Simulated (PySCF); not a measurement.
## S: excitation energy

S [Ne] 3s2 3p4 (3P) → S [Ne] 3s2 3p3 3d1 (5D), as a difference of total energies. All numbers are calculated (PySCF 2.14, no relativity, point nucleus, in aug-cc-pwCVTZ). Correlated levels: nothing frozen. The calculations carry no spin-orbit coupling.

```
                 method  excitation energy (eV)
                    UHF                   8.572
    MP2 (all electrons)                   9.140
SCS-MP2 (all electrons)                   9.326
   CCSD (all electrons)                   9.227
CCSD(T) (all electrons)                   9.262
```

Task: How much does correlation contribute at CCSD(T) (all electrons)?

Result: 9.262 − (8.572) = 0.690 eV, measured against UHF.

Errors of the correlated levels include the incompleteness of this basis.

The promoted electron is Rydberg-like, and one or two diffuse shells describe it only roughly, which tends to raise the upper state.

For comparison: 8.392 eV (measured; NIST levels, between the centres of gravity of the two terms).
